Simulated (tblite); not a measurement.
C6H11O (doublet state).
Cartesian coordinates in Å at the GFN2-xTB level; atoms count from 1:
```
atom  x, y, z in Å
C1    -2.5872    0.3534   -0.1912
C2    -1.8079   -0.3544    0.6166
C3    -0.7022    0.2233    1.4003
C4     0.7385   -0.2420    0.8234
O5     1.6403    0.1685    1.6672
C6     0.8829    0.3046   -0.6119
C7     2.1260   -0.2936   -1.2600
H8    -2.4457    1.4129   -0.3281
H9    -3.4069   -0.0938   -0.7265
H10   -1.9625   -1.4199    0.7270
H11   -0.6992    1.3117    1.3760
H12   -0.7111   -0.1271    2.4314
H13    0.6496   -1.3546    0.7973
H14    0.9815    1.3900   -0.5644
H15   -0.0068    0.0516   -1.1911
H16    2.2498    0.0974   -2.2678
H17    3.0066   -0.0439   -0.6734
H18    2.0457   -1.3776   -1.3164
```

Calculated harmonic vibrations of the isolated species, GFN2-xTB (tblite), most abundant isotopes, no scaling. Against measured fundamentals such values can be off by several per cent, at times by over 20. One conformer, not necessarily the lowest. Open shells enter through the occupations alone, without spin polarisation, and single modes of such species can be off by tens of per cent.

Harmonic wavenumbers (cm⁻¹): 60.3, 81.6, 94.9, 166.0, 223.0, 243.9, 294.8, 313.3, 419.3, 454.4, 626.3, 741.6, 809.5, 827.4, 863.6, 896.4, 955.4, 975.5, 1000.9, 1044.7, 1070.3, 1086.4, 1130.5, 1170.0, 1213.5, 1229.9, 1267.4, 1286.4, 1298.5, 1310.2, 1396.3, 1402.7, 1451.3, 1465.8, 1487.8, 1499.6, 1660.8, 2644.1, 2979.1, 2993.9, 3002.8, 3012.5, 3025.1, 3028.3, 3048.2, 3060.4, 3103.6, 3134.3.

A = 3980, B = 1679, C = 1288 MHz; mass 99.081 u (most abundant isotopes); point group C1, symmetry number 1; spin multiplicity 2.

Task: What is the zero-point energy?

Result: Half the sum of the wavenumbers: 33276 cm⁻¹ = 398.07 kJ/mol.

Task: What is S at 273.15 K and 1 bar for an ideal gas of classical rigid rotors and harmonic oscillators?

Result: Translation 164.35, rotation 116.12, vibration 94.68, spin (R ln 2) 5.76: S = 380.9 J/(mol K).

Task: And Cp and H(273.15 K) − H(0)?

Result: Cp = 131.32 J/(mol K), of which vibrations give 98.06 (their classical limit is 48 R = 399.1); H(273.15 K) − H(0) = 22.84 kJ/mol without the zero-point energy, 13.75 from vibrations.

Task: How do the functions run with temperature in this model?

Result: 
| T (K) | S (J/(mol K)) | Cp (J/(mol K)) | H − H(0) (kJ/mol) | G − H(0) (kJ/mol) | ln q(vib) |
| --- | --- | --- | --- | --- | --- |
| 150 | 316.2 | 90.1 | 9.29 | -38.14 | 2.55 |
| 250 | 369.7 | 122.8 | 19.90 | -72.52 | 4.82 |
| 298.15 | 392.8 | 140.7 | 26.24 | -90.88 | 5.88 |
| 400 | 439.6 | 179.1 | 42.54 | -133.29 | 8.13 |
| 600 | 524.7 | 241.2 | 84.93 | -229.87 | 12.50 |
| 900 | 635.0 | 302.3 | 167.20 | -404.32 | 18.84 |

q(vib) and H(0) count from the zero-point level.

Task: Blend soft modes into free rotors: weight 1/[1 + (100 cm⁻¹/ν̃)⁴] for the oscillator and the rest for a rotor with moment μB/(μ + B), μ = h/(8π²ν), B = 10⁻⁴⁴ kg m². What vibrational entropy results?

Result: 87.69 J/(mol K) in place of 94.68, which changes −T·S at 273.15 K by +1.91 kJ/mol.

Hindered rotation and anharmonicity are outside this model. Other conformers, if any are populated, would add a mixing term that is left out. The structure is chiral; the term R ln 2 for an equal mix with its mirror image is left out.
